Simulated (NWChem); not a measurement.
**Atomisation of CClF**

```
C
F 1 1.3044
Cl 1 1.7748 2 106.48
```
Charge 0, spin multiplicity 1.

The numbers come from NWChem runs, not from measurements. Structure: optimised with PBE/def2-SVP, a minimum by its harmonic frequencies.

Basis set: def2-TZVP. The atomisation energy is electronic alone: no zero-point, thermal, spin-orbit or counterpoise terms. No value is extrapolated to the basis-set limit. Free atoms are single determinants with multiplicities F 2, C 3, Cl 2. Correlated methods freeze the same cores in atoms and molecule, 7 orbitals in all.

| method | atomisation energy (kcal/mol) | relative cost |
|---|---|---|
| HF | 121.0 | 1 |
| LC-wPBE (omega 0.3 per bohr) | 221.3 | 20 |
| CCSD(T) | 204.6 | 20 |
| M06-2X | 214.4 | under 3 |
| PBE0 | 216.1 | under 3 |
| B3LYP | 210.9 | under 3 |
| r2SCAN | 217.7 | under 3 |
| PBE | 233.6 | under 3 |
| MP2 | 215.2 | under 3 |

The values span 112.6 kcal/mol, from HF (lowest) to PBE (highest). Costs are rough ratios of processor time within this set of runs, SCF included, with HF as 1. Costs are the molecule's.

B3LYP has NWChem's definition, with VWN1-RPA local correlation. GW and range-separated runs recompute their integrals, the others keep them in memory, which bears on the times. The structure started from a generated list of species. The stability of the SCF solutions was not checked. Open-shell Hartree-Fock references start from PBE0 orbitals; any time given for them includes that run. No row is a measurement; the coupled-cluster row has its own basis-set and correlation limits.
